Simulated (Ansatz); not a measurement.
Species: sum formula GeHCl3, charge -1, multiplicity 2. SMILES of the parent species: [Cl][GeH]([Cl])[Cl]
Structure (B3LYP-D3(BJ)/def2-TZVP (Ansatz, an electronic-structure program) minimum search):
```
Ge
H 1 1.5687
Cl 1 2.2933 2 98.90
Cl 1 2.4148 2 95.99 3 109.18
Cl 1 2.4148 2 95.99 3 -109.18
```
Charge -1, spin multiplicity 2.

Parts of the frozen-core correlation energy in def2-SVP (Ansatz, hartree). Frozen orbitals: 29; correlated occupied orbitals by spin: 14 and 13; virtual: 48 and 49. Open shells are spin-unrestricted. No spin-orbit coupling. No relativistic terms.

| term | value |
|---|---|
| reference (HF) | -3453.89613 |
| MP2 opposite-spin | -0.35431 |
| MP2 same-spin | -0.12662 |
| CCSD correlation | -0.52715 |
| (T) | -0.01135 |
| T1 diagnostic | 0.012 |
| largest doubles amplitude | 0.024 |
| <S^2> of the reference | 0.763 |
